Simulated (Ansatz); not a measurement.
Isolated molecules relaxed with PBE0-D4/def2-TZVP in Ansatz; ΔE leaves out vibrations. CCSD(T)/CBS is the MP2 limit (def2-TZVPP, def2-QZVPP) plus CCSD(T) − MP2 in def2-TZVPP, frozen cores. This one scheme is used for every species. Functionals use def2-TZVPP. B3LYP here is the variant with VWN-RPA as its local correlation; programs differ in this. HSE06 is defined as in plane-wave codes. One conformer a species, not always the lowest.

Reaction (ligand exchange at the Si–F bond): `F[Si](F)(F)F` + `N=C=O` → `O=C=N[Si](F)(F)F` + H–F

`F[Si](F)(F)F`:

Z-matrix (Å, degrees):
```
Si
F 1 1.562
F 1 1.562 2 109.5
F 1 1.562 2 109.5 3 -120.0
F 1 1.562 2 109.4 3 120.0
```

`N=C=O`:

Cartesian coordinates in Å:
```
N 0.610 0.152 0.437
C -0.167 -0.143 -0.440
O -0.800 -0.449 -1.363
H 0.357 0.440 1.366
```

`O=C=N[Si](F)(F)F`:

```xyz
7

O     1.645   -2.362    0.941
C     1.022   -1.447    0.602
N     0.382   -0.498    0.261
Si   -0.536    0.765   -0.311
F    -0.398    2.005    0.634
F    -2.047    0.357   -0.380
F    -0.067    1.179   -1.747
```

H–F:

```xyz
2

F    -0.028    0.015    0.459
H     0.028   -0.015   -0.459
```

Problem. Is it downhill or uphill in electronic energy at CCSD(T)/CBS, and by how much? (An estimate is asked.)

Solution. Computed: Uphill: ΔE = +0.48 eV.

Problem. What do these levels give: revPBE-D4, B3LYP-D4, r2SCANh-D4, HSE06-D4, CAM-B3LYP-D4, PBE-QIDH, PBE0, LC-ωPBE, MP2/def2-SVP, CCSD/def2-SVP, CCSD/def2-TZVPP, HF/def2-QZVPP? (An estimate is asked.)

Solution. The calculation gave: revPBE-D4 0.43, B3LYP-D4 0.47, r2SCANh-D4 0.52, HSE06-D4 0.44, CAM-B3LYP-D4 0.49, PBE-QIDH 0.46, PBE0 0.48, LC-ωPBE 0.47, MP2/def2-SVP 0.40, CCSD/def2-SVP 0.40, CCSD/def2-TZVPP 0.50, HF/def2-QZVPP 0.53 eV.

Largest T1 diagnostic among the species: 0.018.

From BLYP to BHLYP (50 % exact exchange), in def2-TZVPP and without D4, ΔE moves by −0.07 eV. At CCSD(T), def2-SVP lies −0.06 eV from the extrapolated value and def2-TZVPP +0.02 eV.
